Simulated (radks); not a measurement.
The numbers below are computed, except where a source is named.
The antimony anion Sb3-, [Xe], held by a Watson sphere: a shell of charge +3 at radius R that stands for the Madelung well of a crystal (potential energy -3/R inside, -3/r outside, in hartree with lengths in bohr). Level of theory: scalar-relativistic Kohn-Sham, LDA (Slater exchange, VWN5 correlation), spin-polarised, spherical densities, finite nucleus; Fermi nuclear charge, rms radius of each element as measured or else 0.836 A^(1/3) + 0.57 fm (a radial shooting solver on a logarithmic mesh with Libxc functionals). Response by self-consistent Sternheimer equations with the Hartree and adiabatic LDA kernel, the relativistic mass of each level held fixed and spin-orbit coupling left out. The sphere does not respond.

R (bohr),e(4d) (eV),e(5s) (eV),e(5p) (eV),<r> 5p (bohr),sum of <r^2> (bohr^2),X-ray form factor at sin(theta)/lambda = 0.3 1/angstrom,alpha (bohr^3)
3.21,-31.714,-13.256,-6.080,3.034,97.33,35.315,74.10
3.33,-31.548,-12.981,-5.889,3.081,99.56,35.334,79.83
4.34,-30.618,-11.222,-4.461,3.469,119.2,35.418,149.4
4.48,-30.527,-11.045,-4.293,3.520,122.0,35.422,162.8
4.92,-30.277,-10.570,-3.813,3.680,131.2,35.429,211.9
5.07,-30.202,-10.432,-3.666,3.734,134.4,35.431,231.5
